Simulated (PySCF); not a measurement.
C4H7Cl. Atoms are numbered in the order given.

```xyz
12

C      2.3132     0.5257    -0.0527
C      1.0338    -0.2681     0.0863
C      0.2908    -0.7936    -1.1235
C     -0.2797     0.3335    -0.3162
Cl    -1.7210     0.0540     0.6848
H      2.4780     1.1691     0.8264
H      2.2845     1.1712    -0.9450
H      3.1821    -0.1448    -0.1526
H      0.9799    -0.9150     0.9682
H      0.6711    -0.5548    -2.1218
H     -0.1959    -1.7680    -1.0383
H     -0.2925     1.3396    -0.7426
```
Charge 0, spin multiplicity 1.

The structure is a stationary point at TPSSh-D3(BJ)/def2-SVP.

The numbers are results of B3LYP/def2-TZVP run with PySCF, not measurements.

ESP charges are fitted to the potential on shells at 1.4 to 2.0 van der Waals radii. Atomic charges (e):

```json
[
 {"atom": "C1", "ESP fit": "-0.61", "Mulliken": "-0.34", "IAO": "-0.40", "Löwdin": "-0.28"},
 {"atom": "C2", "ESP fit": "0.20", "Mulliken": "-0.06", "IAO": "-0.12", "Löwdin": "-0.25"},
 {"atom": "C3", "ESP fit": "-0.40", "Mulliken": "-0.23", "IAO": "-0.29", "Löwdin": "-0.22"},
 {"atom": "C4", "ESP fit": "-0.14", "Mulliken": "-0.01", "IAO": "-0.13", "Löwdin": "-0.46"},
 {"atom": "Cl5", "ESP fit": "-0.15", "Mulliken": "-0.16", "IAO": "-0.09", "Löwdin": "0.29"},
 {"atom": "H6", "ESP fit": "0.16", "Mulliken": "0.12", "IAO": "0.14", "Löwdin": "0.13"},
 {"atom": "H7", "ESP fit": "0.18", "Mulliken": "0.10", "IAO": "0.13", "Löwdin": "0.12"},
 {"atom": "H8", "ESP fit": "0.16", "Mulliken": "0.12", "IAO": "0.14", "Löwdin": "0.12"},
 {"atom": "H9", "ESP fit": "0.08", "Mulliken": "0.11", "IAO": "0.15", "Löwdin": "0.15"},
 {"atom": "H10", "ESP fit": "0.17", "Mulliken": "0.11", "IAO": "0.15", "Löwdin": "0.13"},
 {"atom": "H11", "ESP fit": "0.17", "Mulliken": "0.12", "IAO": "0.16", "Löwdin": "0.13"},
 {"atom": "H12", "ESP fit": "0.18", "Mulliken": "0.12", "IAO": "0.16", "Löwdin": "0.13"}
]
```

Computed Mayer and Wiberg (Löwdin basis) orders of the bonds:
```csv
bond,Mayer,Wiberg
C1–C2,0.95,1.27
C2–C3,0.93,1.22
C2–C4,0.94,1.22
C3–C4,0.96,1.27
C4–Cl5,1.05,1.61
C1–H6,0.98,0.90
C1–H7,0.97,0.90
C1–H8,0.97,0.90
C2–H9,0.96,0.81
C3–H10,0.95,0.87
C3–H11,0.96,0.87
C4–H12,0.96,0.85
```
